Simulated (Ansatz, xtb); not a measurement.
# C5H6FGeN: which of two isomers lies lower

Structure X: `Fc1cc[c]([GeH3])nc1`, a singlet. Structure Y: `[F][GeH2][c]1ccncc1`, a singlet. Both are isolated molecules in the gas phase, relaxed with PBE0-D3(BJ)/def2-SVP; the shapes shown needn't be the lowest conformers.

X (Å):

```
atom    x (Å)    y (Å)    z (Å)
   C  -2.2877   0.9366  -0.0076
   C  -1.3628   0.4565   0.9066
   C  -0.0294   0.8120   0.7173
   C   0.3189   1.6250  -0.3679
   C  -1.8698   1.7422  -1.0658
   F  -3.5742   0.6335   0.1174
  Ge   2.1560   2.1894  -0.7351
   N  -0.5975   2.0739  -1.2355
   H  -1.6892  -0.1748   1.7360
   H   0.7356   0.4577   1.4122
   H   3.0908   1.6002   0.3403
   H   2.5813   1.6822  -2.1221
   H   2.2380   3.7238  -0.7047
   H  -2.6072   2.1177  -1.7842
```

Y (Å):

| atom | x (Å) | y (Å) | z (Å) |
| --- | --- | --- | --- |
| C | -1.6215 | 0.4100 | 1.0445 |
| C | -2.3977 | 1.0629 | 0.0815 |
| C | -2.9243 | 2.3205 | 0.3780 |
| C | -1.9862 | 2.3265 | 2.4535 |
| C | -1.4132 | 1.0691 | 2.2602 |
| F | -2.0280 | -2.5371 | 1.2258 |
| Ge | -0.8635 | -1.3423 | 0.7072 |
| N | -2.7256 | 2.9434 | 1.5361 |
| H | 0.3902 | -1.5796 | 1.5612 |
| H | -0.6592 | -1.5807 | -0.7957 |
| H | -2.5974 | 0.6077 | -0.8924 |
| H | -3.5362 | 2.8485 | -0.3627 |
| H | -1.8357 | 2.8594 | 3.3997 |
| H | -0.8133 | 0.6189 | 3.0558 |

Task: Estimate E(Y) − E(X) at the level CCSD(T)/def2-SVP + ΔMP2/def2-TZVPP.

Result: Calculated at CCSD(T)/def2-SVP + ΔMP2/def2-TZVPP: E(Y) − E(X) = −33.5 kcal/mol, so structure Y lies lower.

How the difference moves with the method:

```json
{"level": "GFN2-xTB", "geometry": "GFN2-xTB", "E(Y) − E(X) (kcal/mol)": "−27.5", "departure from the last row (kcal/mol)": "+6.0", "job, with rough time for the two": "optimisation, 0.17 s"}
{"level": "HF/STO-3G", "geometry": "GFN2-xTB", "E(Y) − E(X) (kcal/mol)": "+0.6", "departure from the last row (kcal/mol)": "+34.1", "job, with rough time for the two": "single point, 0.66 s"}
{"level": "r2SCAN-D4/def2-SVP", "geometry": "GFN2-xTB", "E(Y) − E(X) (kcal/mol)": "−27.5", "departure from the last row (kcal/mol)": "+6.0", "job, with rough time for the two": "single point, 5.2 s"}
{"level": "PBE0-D3(BJ)/def2-SVP", "geometry": "PBE0-D3(BJ)/def2-SVP", "E(Y) − E(X) (kcal/mol)": "−26.9", "departure from the last row (kcal/mol)": "+6.6", "job, with rough time for the two": "optimisation, 84 s"}
{"level": "HF/def2-SVP", "geometry": "PBE0-D3(BJ)/def2-SVP", "E(Y) − E(X) (kcal/mol)": "−32.6", "departure from the last row (kcal/mol)": "+0.8", "job, with rough time for the two": "part of the CCSD(T) run"}
{"level": "MP2/def2-SVP", "geometry": "PBE0-D3(BJ)/def2-SVP", "E(Y) − E(X) (kcal/mol)": "−32.8", "departure from the last row (kcal/mol)": "+0.6", "job, with rough time for the two": "part of the CCSD(T) run"}
{"level": "CCSD(T)/def2-SVP", "geometry": "PBE0-D3(BJ)/def2-SVP", "E(Y) − E(X) (kcal/mol)": "−30.7", "departure from the last row (kcal/mol)": "+2.7", "job, with rough time for the two": "single point"}
{"level": "CCSD(T)/def2-SVP + ΔMP2/def2-TZVPP", "geometry": "PBE0-D3(BJ)/def2-SVP", "E(Y) − E(X) (kcal/mol)": "−33.5", "departure from the last row (kcal/mol)": "", "job, with rough time for the two": "single point, 3 min"}
```

As drawn, Y has 1 F–Ge, 1 C–H in place of 1 C–F, 1 Ge–H.

HF/STO-3G puts the two in the other order. The largest departure from CCSD(T)/def2-SVP + ΔMP2/def2-TZVPP is that of HF/STO-3G, 34.1 kcal/mol. The last row adds to CCSD(T) the change of the MP2 difference between the two basis sets, here −2.7 kcal/mol.

With thermal terms from frequencies at re-optimised GFN2-xTB minima (ideal gas, soft modes damped towards free rotors, one conformer each, 298.15 K, 1 atm): the zero-point term adds +1.1 kcal/mol; ΔH is −32.4 and ΔG −32.3 kcal/mol.

The correlated steps freeze 16 core orbitals; the filled d shell of Ge is correlated, in a basis made for valence electrons. Codes used: Ansatz 0.2.0, xtb 6.7.1; the last row on 4 threads of Arm Neoverse V1 on a shared host.
